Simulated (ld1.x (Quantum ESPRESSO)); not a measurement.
**iron: one change to a TM potential, before and after**

ld1.x (Quantum ESPRESSO) 7.5 input, shortened:

```
&input
   title='Fe', zed=26., rel=1, dft='PZ', iswitch=3,
   config='[Ar] 3d5 4s0 4p0'
 /
 &inputp
   pseudotype=2, tm=.true., lloc=-1, rcloc=1.25,
   nlcc=.false.
 /
3
4S  1  0   0.00   0.00  2.10  2.10  0.0
4P  2  1   0.00   0.00  1.75  1.75  0.0
3D  3  2   5.00   0.00  1.30  1.30  0.0
 &test
   configts(1)='3d5 4s0 4p0'
 /
```

Change: wave 3d (bound): rc 1.30 bohr becomes 3d (bound): rc 1.02 bohr.

Cutoffs: the cutoffs (Ry, on a coarse ladder) from which the occupation-weighted sum of valence levels, in a spherical-Bessel basis at the reference potential, stays within 10 and 1 mRy of its value at 400 Ry; they do not see the model core or the augmentation charge, which bear on the density cutoff. Errors are all-electron minus pseudo energies relative to the spin-unpolarised reference configuration.

Task: Predict the effect on cutoff, ghosts and configuration errors.

Result: The potential gets harder (140 Ry and 200 Ry → 200 Ry and 260 Ry); both files keep a bound ghost (s); the errors of the 9 common tests hardly move. A smaller radius makes the pseudo-wave follow the all-electron one further in, where it bends more sharply, so more plane waves are needed.

| quantity | base | changed |
| --- | --- | --- |
| cutoff, loose | 140 Ry | 200 Ry |
| cutoff, tight | 200 Ry | 260 Ry |
| bound ghosts | s | s |
| error for 3d6 4s2 4p0, meV [ΔE -60.00 eV] | +213 | +217 |
| error for 3d6 4s1 4p0, meV [ΔE -51.02 eV] | +68 | +68 |
| error for 3d6 4s0 4p0, meV [ΔE -34.53 eV] | -128 | -138 |
| error for 3d7 4s0 4p0, meV [ΔE -53.14 eV] | -292 | -302 |
| error for 3d6 4s0 4p1, meV [ΔE -45.89 eV] | +110 | +106 |
| error for 3d6.5 4s1.5 4p0, meV [ΔE -60.75 eV] | +88 | +90 |
| error for 3d7 4s1 4p0, meV [ΔE -60.83 eV] | -51 | -50 |
| error for 3d5 4s0 4p0 (spin-polarised), meV [ΔE -6.39 eV] | +8921 | +9103 |
| error for 3d6 4s2 4p0 (spin-polarised), meV [ΔE -63.39 eV] | +4046 | +4137 |
| s: phases at 2.31 bohr within 0.05 rad from the reference energy up to (Ry; the scan ends near 5) | 1.9 | 1.9 |
| p: phases at 2.31 bohr within 0.05 rad from the reference energy up to (Ry; the scan ends near 5) | -1.4 | -1.4 |
| d: phases at 2.31 bohr within 0.05 rad from the reference energy up to (Ry; the scan ends near 5) | -0.5 | -0.2 |

 A true bound ghost makes a file unfit for plane-wave use even where its test errors are small: the radial tests pick states by their node count and pass the ghost by.
